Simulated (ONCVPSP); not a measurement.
# LDA (Perdew-Wang 92) ONCV dataset for osmium (Os), scalar-relativistic all-electron reference.

osmium, optimised norm-conserving Vanderbilt (ONCV), made with ONCVPSP 4.0.1 (LDA (Perdew-Wang 92), scalar-relativistic). Core [Kr] 4d10, reference 4f14 5s2 5p6 5d6 6s2. Waves: 5s+6s: rc 1.70 bohr, ncon 4, nbas 7, qcut 5.5 1/bohr, 2 projectors; 5p: rc 1.70 bohr, ncon 4, nbas 9, qcut 9 1/bohr, 2 projectors, debl 1.2 Ha; 5d: rc 2.50 bohr, ncon 4, nbas 8, qcut 5.7 1/bohr, 2 projectors, debl 2.2 Ha; 4f: rc 0.80 bohr, ncon 5, nbas 9, qcut 17.9 1/bohr, 1 projector. Local part: polynomial inside 0.55 bohr (lpopt 5, dvloc0 4 Ha). Core correction: Teter function, fcfact 2.25, rcfact 1.

In the p channel the program set the typed energies aside and used -1.876, 0.250 Ha.

Poles of the logarithmic derivatives, all-electron (AE) and pseudo (PS). Narrow ghost or core levels that the grid stepped over were put in at their known energies. s: poles at -3.1 (AE) and -3.1, 4.5 (PS) Ha. p: poles at -1.2 (AE) and -1.2 (PS) Ha. d: poles at 0.0, 3.5 (AE) and -2.4, 0.0, 3.5 (PS) Ha. f: poles at 0.3 (AE) and 0.4 (PS) Ha. Test radii: s 1.73, p 1.73, d 2.53, f 0.81 bohr.

* Cutoffs needed: 487 Ha and 549 Ha (the cutoffs (Ha) at which the residual kinetic energy of the hardest occupied pseudo-wave falls to 1 and 0.1 mHa per electron)
* Ghost test: ghosts flagged at negative energy: s at -816.2 eV, p at -364.1 eV, d at -65.5 eV; GHOST(+) flagged for s at 141.7 eV; a true bound ghost makes a file unfit for plane-wave use
* Largest excitation error: -482 meV (all-electron minus pseudo) for 4f14 5s1 5p6 5d6 6s2, out of 4 test configurations
* rms error of d²Exc/dni dnj: 6.06 mHa without and 5.06 mHa with the model core
